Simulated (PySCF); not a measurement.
C₆ coefficients of unlike pairs at wB97M-V

Calculated with PySCF 2.14 from the dipole response of each species, C₆(A,B) = (3/π) ∫ α_A(iu) α_B(iu) du, in atomic units, from isotropic polarisabilities. For ions this is the dispersion term alone; charge-induced terms of lower order in 1/R come first.

| species | configuration | basis | relativity | α (bohr³) | C₆ (like pair) |
| --- | --- | --- | --- | --- | --- |
| Rb | [Kr] 5s1 (2S) | aug-cc-pVTZ-X2C (8s7p5d2f) | spin-free X2C | 340.7 | 4852 |
| Cr³⁺ | [Ar] 3d3 (4F) | aug-cc-pVDZ-DK (7s6p4d2f) | spin-free X2C | 1.953 | 4.647 |
| Cd³⁺ | [Kr] 4d9 (2D) | aug-cc-pVTZ-PP with ECP28MDF (6s6p5d3f2g) | core potential | 3.700 | 16.34 |

**Question.** Estimate C₆ for Cr³⁺ with Rb.

**Answer.** The integral gives 63.91. The combination rule 2 C_A C_B / (C_A α_B/α_A + C_B α_A/α_B) gives 53.77 and the geometric mean 150.2.

No spin-orbit coupling is included.

The other pairs:

```json
{"pair": "Cd³⁺, Cr³⁺", "C₆": "8.710"}
{"pair": "Cd³⁺, Rb", "C₆": "121.1"}
```
